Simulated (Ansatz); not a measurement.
Species: H5BO3Si, SMILES `O[SiH2]B(O)O` (charge 0, multiplicity 1), formula H5BO3Si.

Problem. How many basis functions does frozen-core CCSD(T)/def2-TZVPP // PBE0-D4/def2-TZVP run with Ansatz (a quantum-chemistry and plane-wave program) use, how many core orbitals are frozen, and how many electrons are correlated?

Solution. 236 basis functions and 9 frozen orbitals, which leaves 30 correlated electrons. Core time is of the order of minutes.
